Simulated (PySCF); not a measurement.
## A survey of 15N NMR shifts

- PBE0/pcSseg-1 with gauge-including orbitals
- geometry: GFN2-xTB
- code: PySCF 2.14
- single conformer, non-relativistic Hamiltonian, equivalent nuclei averaged, no solvent model

Shieldings were converted by a linear fit to measured shifts: 15N (scatter 6.3 ppm rms vs CH3NO2, solution or neat liquid). A few per cent of atoms miss by over 2 rms, more outside the fitted compound classes.

Question: Give the 15N shifts of `[SiH3]c1cncpc1C1CC1`, `C=Cc1cnncn1`, `C=Cc1n[nH]nc1C#N`, `CC(=O)c1cnn([SiH3])n1`, `C#Cc1nncn1C`.

Answer: 
```tsv
compound	environment	δ (ppm)
[SiH3]c1cncpc1C1CC1	pyridine-type ring nitrogen	-58.2
[CH2:1]=[CH:2][c:3]1[cH:4][n:5][n:6][cH:7][n:8]1	N5: pyridine-type ring nitrogen	65.3
[CH2:1]=[CH:2][c:3]1[cH:4][n:5][n:6][cH:7][n:8]1	N6: pyridine-type ring nitrogen	11.9
[CH2:1]=[CH:2][c:3]1[cH:4][n:5][n:6][cH:7][n:8]1	N8: pyridine-type ring nitrogen	-110.9
[CH2:1]=[CH:2][c:3]1[n:4][nH:5][n:6][c:7]1[C:8]#[N:9]	N6: pyridine-type nitrogen of an azole	-42.2
[CH2:1]=[CH:2][c:3]1[n:4][nH:5][n:6][c:7]1[C:8]#[N:9]	N4: pyridine-type nitrogen of an azole	-63.0
[CH2:1]=[CH:2][c:3]1[n:4][nH:5][n:6][c:7]1[C:8]#[N:9]	N9: nitrile nitrogen	-86.2
[CH2:1]=[CH:2][c:3]1[n:4][nH:5][n:6][c:7]1[C:8]#[N:9]	N5: pyrrole-type ring nitrogen	-153.5
[CH3:1][C:2](=[O:3])[c:4]1[cH:5][n:6][n:7]([SiH3:8])[n:9]1	N9: pyridine-type nitrogen of an azole	-33.9
[CH3:1][C:2](=[O:3])[c:4]1[cH:5][n:6][n:7]([SiH3:8])[n:9]1	N6: pyridine-type nitrogen of an azole	-44.0
[CH3:1][C:2](=[O:3])[c:4]1[cH:5][n:6][n:7]([SiH3:8])[n:9]1	N7: pyrrole-type ring nitrogen	-144.2
[CH:1]#[C:2][c:3]1[n:4][n:5][cH:6][n:7]1[CH3:8]	N4: pyridine-type nitrogen of an azole	-35.8
[CH:1]#[C:2][c:3]1[n:4][n:5][cH:6][n:7]1[CH3:8]	N5: pyridine-type nitrogen of an azole	-49.8
[CH:1]#[C:2][c:3]1[n:4][n:5][cH:6][n:7]1[CH3:8]	N7: pyrrole-type ring nitrogen	-214.1
```
